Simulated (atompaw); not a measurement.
**Reading a pseudo-wave (chlorine)**

Columns: radius, all-electron u(r) and pseudo u(r) of the 3p shell (level -45.22 eV) of chlorine in the configuration [Ne] 3s2 3p2; LDA (PW92), scalar-relativistic, PAW (atompaw) scheme, atompaw 4.2.0.5.

```json
{"r (bohr)": "0.063", "all-electron": "-0.1285", "pseudo": "0.0071"}
{"r (bohr)": "0.127", "all-electron": "-0.3104", "pseudo": "0.0285"}
{"r (bohr)": "0.190", "all-electron": "-0.4182", "pseudo": "0.0628"}
{"r (bohr)": "0.254", "all-electron": "-0.4402", "pseudo": "0.1098"}
{"r (bohr)": "0.317", "all-electron": "-0.3922", "pseudo": "0.1663"}
{"r (bohr)": "0.381", "all-electron": "-0.2951", "pseudo": "0.2321"}
{"r (bohr)": "0.444", "all-electron": "-0.1714", "pseudo": "0.3028"}
{"r (bohr)": "0.508", "all-electron": "-0.0325", "pseudo": "0.3783"}
{"r (bohr)": "0.571", "all-electron": "0.1065", "pseudo": "0.4537"}
{"r (bohr)": "0.635", "all-electron": "0.2425", "pseudo": "0.5291"}
{"r (bohr)": "0.698", "all-electron": "0.3664", "pseudo": "0.6000"}
{"r (bohr)": "0.762", "all-electron": "0.4793", "pseudo": "0.6666"}
{"r (bohr)": "0.825", "all-electron": "0.5761", "pseudo": "0.7253"}
{"r (bohr)": "0.888", "all-electron": "0.6583", "pseudo": "0.7760"}
{"r (bohr)": "0.952", "all-electron": "0.7271", "pseudo": "0.8187"}
{"r (bohr)": "1.015", "all-electron": "0.7809", "pseudo": "0.8515"}
{"r (bohr)": "1.079", "all-electron": "0.8223", "pseudo": "0.8756"}
{"r (bohr)": "1.142", "all-electron": "0.8512", "pseudo": "0.8906"}
{"r (bohr)": "1.206", "all-electron": "0.8697", "pseudo": "0.8976"}
{"r (bohr)": "1.269", "all-electron": "0.8784", "pseudo": "0.8972"}
{"r (bohr)": "1.333", "all-electron": "0.8787", "pseudo": "0.8904"}
{"r (bohr)": "1.396", "all-electron": "0.8720", "pseudo": "0.8785"}
{"r (bohr)": "1.460", "all-electron": "0.8590", "pseudo": "0.8620"}
{"r (bohr)": "1.523", "all-electron": "0.8411", "pseudo": "0.8421"}
{"r (bohr)": "1.587", "all-electron": "0.8188", "pseudo": "0.8189"}
{"r (bohr)": "1.650", "all-electron": "0.7935", "pseudo": "0.7935"}
```

(1) How many radial nodes do the two functions have?

(2) Where does each function peak?

(3) Is the pseudo-wave norm-conserving?

Results:

(1) The all-electron 3p function has n − l − 1 = 1; the pseudo-wave has 0, since the states of the same l below it are removed with the core.

(2) Outermost all-electron maximum near 1.33 bohr, pseudo maximum near 1.21 bohr (to the table’s step).

(3) No, it belongs to a PAW set: the norm inside the radius is not constrained, and the difference is carried by the augmentation charge.
